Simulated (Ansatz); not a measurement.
## A barrier at the coupled-cluster level

Start structure (SiNH$_{3}$Cl$_{2}$, singlet), relaxed at PBE0-D4/def2-TZVP:

Si1  (-0.592, -1.256, -0.001)
Cl2  (1.303, -1.655, -0.922)
Cl3  (-1.610, -0.282, -1.617)
H4  (-0.616, 1.154, 0.932)
N5  (0.129, 0.564, 0.572)
H6  (0.849, 0.464, 1.282)
H7  (0.536, 1.012, -0.246)
(Å)

The step: SiCl₂ + NH₃ → SiNH₃Cl₂ ([NH2][SiH]([Cl])[Cl]); bonds formed: Si1–H4; dative contacts that become bonds: Si1–N5; bonds broken: H4–N5. Computed with Ansatz 0.2.0 (basis: def2-TZVPP and def2-QZVPP); correlated methods freeze the cores. Extrapolation: Hartree–Fock as exp(−7.88 √X), correlation as X^−2.97. Energies below are by CCSD(T) at an estimated basis limit (MP2 extrapolated from triple and quadruple zeta, plus CCSD(T) − MP2 in triple zeta).

(1) What are the electronic barrier and the energy of the step, from the start structure to the end structure? (Judge from chemistry; the value comes from the calculation.)

The T1 diagnostic stays at or below 0.013. The restricted Hartree–Fock reference is unstable towards an unrestricted one at one or more of these structures.

Answers

(1) The calculation gives: Barrier 190.7 kJ/mol; step energy -117.1 kJ/mol (downhill); reverse barrier, their difference, 307.7 kJ/mol. Barrier and step energy count from the start structure, the reverse barrier from the end structure.

The saddle point: One imaginary mode of 1547i cm⁻¹.
```tsv
pair	start (Å)	saddle (Å)	end (Å)
Si1–H4	2.58	1.62	1.47
Si1–N5	2.04	1.85	1.69
H4–N5	1.02	1.41	2.60
```

Zero-point energy (harmonic, PBE0-D4): ZPE is 111.2 kJ/mol at the start and 92.8 kJ/mol at the saddle, so the barrier goes from 190.7 to 172.2 kJ/mol.

First-order rate constant out of the start structure at 698 K by transition-state theory, with harmonic vibrational free energies alone and no tunnelling: ΔA‡ = 176.9 kJ/mol, so k = (kB T/h) exp(−ΔA‡/kB T) ≈ 10^0 s⁻¹ (an order of magnitude at best: rotation, the number of equivalent paths and anharmonicity are left out).

Losses and insertions of silylenes and their heavier kin drive the gas-phase chemistry of silicon and germanium vapour deposition.

Labels in which every atom is bracketed show which atoms are joined, not bond orders.

For scale, one of the runs: CCSD(T)/def2-TZVPP, 199 basis functions, launched by `ansatz run in.yaml --threads 4 --pin off --events-out ev --progress --plain --max-ram 9574MiB`. The run took 43 s on 4 CPU threads of an Arm Neoverse V1 (shared host), with 2.2 GiB of host memory at its peak.
